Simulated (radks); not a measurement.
Results of a calculation; reference values are marked as such.
As+, configuration [Ar] 3d10 4s2 4p2. Code: a radial shooting solver on a logarithmic mesh with Libxc functionals. Model: scalar-relativistic Kohn-Sham, PBE, spin-polarised, spherical densities, finite nucleus; open shells are filled with parallel spins first; Fermi nuclear charge, rms radius 4.0968 fm.

Radial electron density D(r) = 4 pi r^2 rho(r):

```
   r/bohr * D(r) (the largest magnitude, 47.7, reaches the edge; | marks zero)
 0.003664 |   *
 0.004265 |     *
 0.004926 |      *
 0.005735 |        *
 0.006623 |          *
 0.007649 |             *
 0.008904 |                *
  0.01028 |                    *
  0.01197 |                        *
  0.01383 |                            *
  0.01597 |                                 *
  0.01859 |                                     *
  0.02147 |                                         *
  0.02499 |                                            *
  0.02886 |                                              *
  0.03333 |                                              *
   0.0388 |                                             *
  0.04481 |                                          *
  0.05217 |                                        *
  0.06025 |                                      *
  0.06958 |                                     *
  0.08101 |                                       *
  0.09355 |                                           *
   0.1089 |                                                *
   0.1258 |                                                     *
   0.1453 |                                                      *
   0.1691 |                                                   *
   0.1953 |                                             *
   0.2255 |                                     *
   0.2626 |                              *
   0.3032 |                           *
    0.353 |                             *
   0.4077 |                                *
   0.4708 |                                  *
   0.5481 |                                  *
    0.633 |                             *
    0.737 |                      *
   0.8511 |               *
   0.9829 |         *
    1.144 |      *
    1.322 |    *
    1.538 |   *
    1.777 |  *
    2.052 |  *
    2.389 | *
    2.759 |*
    3.212 |*
    3.709 *
    4.284 *
    4.987 *
    5.759 *
    6.705 *
    7.743 *
```

D(r) has 3 maxima, at r = 0.0318, 0.143, 0.494 bohr, and minima at 0.0669, 0.311 bohr, inside which lie 2.08, 10.97 electrons.
